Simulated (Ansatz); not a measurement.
Diatomic TaH, multiplicity 5 (an upper state: multiplicity 3 came lower at CCSD(T)/def2-TZVPP on PBE0 minima). No spin–orbit coupling.

The constants come from a fifth-degree fit in 1/R (seven points, main isotopes). In def2 and cc sets the state is the lowest found near the PBE0 minimum, followed along R.

The values were computed with Ansatz (Gaussian orbitals). Each number belongs to the level named beside it. In def2 rows elements past Kr take small-core potentials, without spin–orbit coupling.

Energies at wB97X-V/def2-TZVPP:

| R (Å) | E (hartree) |
|---|---|
| 1.649550 | -57.37782422 |
| 1.693893 | -57.38057092 |
| 1.734689 | -57.38205965 |
| 1.780805 | -57.38272138 |
| 1.826921 | -57.38246395 |
| 1.880133 | -57.38121655 |
| 1.942213 | -57.37871792 |

### Question
With a reduced mass of 1.0022 u, find the minimum, the force constant and the constants.

### Answer
A fifth-degree polynomial in 1/R puts the minimum at r_e = 1.7898 Å with force constant 182 N/m. Then ω_e = (1/2πc)√(k/μ) = 1755 cm⁻¹ and B_e = h/(8π²cμr_e²) = 5.251 cm⁻¹; the cubic and quartic terms give α_e = 0.12 and ω_e x_e = 24 cm⁻¹.

Ansatz is an electronic-structure program.
